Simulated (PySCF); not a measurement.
# Correlation energy of V²⁺ (vanadium, charge +2)

[Ar] 3d2 4p1, one real determinant (an excited configuration). All numbers are calculated (PySCF 2.14, the spin-free X2C one-electron Hamiltonian (Gaussian nucleus), in ANO-RCC-VTZP). Frozen: [Ar]; 3 electrons correlated.

MP2 pair energies summed by pair of shells (mhartree):

| pair | energy | share (%) |
| --- | --- | --- |
| 3d-3d | -4.52 | 50.0 |
| 3d-4p | -4.52 | 50.0 |

Total MP2 correlation energy: -9.04 mhartree.

Same-spin part -9.04 and opposite-spin part 0.00 mhartree; SCS-MP2 scales them by 1/3 and 6/5 to -3.01 mhartree.

The reference is one real determinant that mixes LS terms of this configuration.
